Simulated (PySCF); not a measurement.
Excitation energy of Cl by level of theory

Cl [Ne] 3s2 3p5 (2P) → Cl [Ne] 3s1 3p6 (2S), as a difference of total energies. Computed with PySCF 2.14 in aug-cc-pCVQZ-DK (10s9p7d5f3g, 134 functions), with the spin-free X2C one-electron Hamiltonian (Gaussian nucleus). Correlated levels: valence: [Ne] frozen; valence and next inner shell: 1s2 frozen; nothing frozen. The calculations carry no spin-orbit coupling.

| method | excitation energy (cm⁻¹) | error (cm⁻¹) |
| --- | --- | --- |
| UHF | 125680 | +40296 |
| LDA | 96249 | +10864 |
| PBE | 98152 | +12767 |
| PBE0 | 105130 | +19747 |
| r2SCAN | 104180 | +18799 |
| BP86 | 98110 | +12726 |
| CAM-B3LYP | 105600 | +20211 |
| M06-2X | 105990 | +20608 |
| MP2 (valence) | 105670 | +20290 |
| SCS-MP2 (valence) | 103680 | +18293 |
| MP2 (valence and next inner shell) | 104740 | +19357 |
| SCS-MP2 (valence and next inner shell) | 102900 | +17510 |
| MP2 (all electrons) | 104670 | +19289 |
| SCS-MP2 (all electrons) | 102850 | +17470 |

Reference: 85385 cm⁻¹ (measured; NIST levels, between the centres of gravity of the two terms).

Every method misses the reference by a wide margin, which points to the basis or the choice of state and not to the methods.
